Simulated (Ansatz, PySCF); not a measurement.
C$_{2}$H$_{3}$O$_{2}$ (SMILES CO[C-]=O), charge -1, singlet, geometry from GFN2-xTB. Base run: CASSCF(6,4)/6-31G (PySCF).

Here is a job for PySCF.
```python
from pyscf import gto, scf, mcscf
import numpy

mol = gto.M(
    atom='''
C    -1.15412904   -0.13368505   -0.00475851
O    -0.72670803   -1.11946687    0.60148897
O     0.00963198    0.80173294   -0.46742437
C     1.28691312    0.41218812   -0.14832584
H     1.79443639    1.15884469    0.49102832
H     1.24026991   -0.54555805    0.40753573
H     1.90519756    0.25756633   -1.05257476
''',
    basis='6-31g',
    charge=-1,
    verbose=3,
)

mf = scf.RHF(mol)
mf.kernel()
mc = mcscf.CASSCF(mf, 4, 6)
mc.fix_spin_(ss=0.0)
mc.kernel()
occ = numpy.linalg.eigvalsh(mc.fcisolver.make_rdm1(mc.ci, mc.ncas, mc.nelecas))[::-1]
ss = mc.fcisolver.spin_square(mc.ci, mc.ncas, mc.nelecas)[0]
print('natural occupations', occ.round(4), ' <S^2>', round(ss, 4))
```

Programs used: Ansatz (an electronic-structure program), PySCF; a row that names a program was run with it.

The base run was repeated with changes; each row names its change, and settings that it needs were set with it.

```json
[
 {"change": "base", "ΔE vs base (mEh)": "0.000", "natural occupations": "2.00 1.99 1.95 0.06", "<S^2> of the state": "0.00", "outcome": "converged"},
 {"change": "solver = newton", "ΔE vs base (mEh)": "0.000", "natural occupations": "2.00 1.99 1.95 0.06", "<S^2> of the state": "0.00", "outcome": "converged"},
 {"change": "code = ansatz; correction = SC-NEVPT2, all electrons", "ΔE vs base (mEh)": "-395.5", "natural occupations": "-", "<S^2> of the state": "-", "outcome": "converged"},
 {"change": "code = ansatz", "ΔE vs base (mEh)": "0.025", "natural occupations": "-", "<S^2> of the state": "-", "outcome": "converged"},
 {"change": "start = MP2 natural orbitals", "ΔE vs base (mEh)": "0.000", "natural occupations": "2.00 1.99 1.95 0.06", "<S^2> of the state": "0.00", "outcome": "converged"},
 {"change": "active space = 8 electrons, 9 orbitals", "ΔE vs base (mEh)": "-117.0", "natural occupations": "1.99 1.97 1.97 1.95 0.05 0.02 0.02 0.01 0.00", "<S^2> of the state": "0.00", "outcome": "converged"},
 {"change": "conv_tol = 1e-5", "ΔE vs base (mEh)": "0.438", "natural occupations": "2.00 1.99 1.95 0.06", "<S^2> of the state": "0.00", "outcome": "converged"},
 {"change": "active space = 4 electrons, 3 orbitals", "ΔE vs base (mEh)": "0.457", "natural occupations": "1.99 1.95 0.06", "<S^2> of the state": "0.00", "outcome": "converged"},
 {"change": "state_average = 2 states", "ΔE vs base (mEh)": "-", "natural occupations": "-", "<S^2> of the state": "-", "outcome": "not converged"},
 {"change": "correction = SC-NEVPT2", "ΔE vs base (mEh)": "-395.1", "natural occupations": "2.00 1.99 1.95 0.06", "<S^2> of the state": "0.00", "outcome": "converged"},
 {"change": "active space = 2 electrons, 4 orbitals", "ΔE vs base (mEh)": "7.646", "natural occupations": "1.96 0.02 0.01 0.01", "<S^2> of the state": "0.00", "outcome": "converged"}
]
```

Active orbitals are taken around the Fermi level unless the row says otherwise; CASSCF can end in different local minima, and two programs can end on different orbitals. State-averaged rows give the lowest state.
